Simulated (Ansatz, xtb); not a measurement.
Pulling on the As1–As2 bond in As2 (multiplicity 1 held). Energies count from the point at 2.104 Å.


R- and RO- levels are restricted; in cc, def2 and unpolarised 6-31G sets they are followed outwards from rest. U- levels take the lowest unrestricted solution at each point, which mixes spins at long bonds. Curves can end on different states.

Frozen-core correlation. Filled d and f shells under p-block atoms count as core.

Programs: Ansatz (an electronic-structure program); xtb for the GFN methods.  The GFN methods have no spin term and hold the electronic entropy of 300 K.

**Question.** One of these levels gives 352.84 kcal/mol for the energy at R = 8.417 Å. Name it.
A) U-HF/cc-pVDZ
B) U-MP2/cc-pVDZ
C) R-HF/cc-pVDZ
D) GFN2-xTB

**Answer.** C, R-HF/cc-pVDZ. The others give 154.56 (GFN2-xTB), 19.18 (U-HF/cc-pVDZ), 48.05 (U-MP2/cc-pVDZ)

Doubts at one or more of the structures used: a restricted determinant that unrestricted orbitals would lower (R-HF/cc-pVDZ); a spin-contaminated determinant (U-HF/cc-pVDZ, U-MP2/cc-pVDZ).
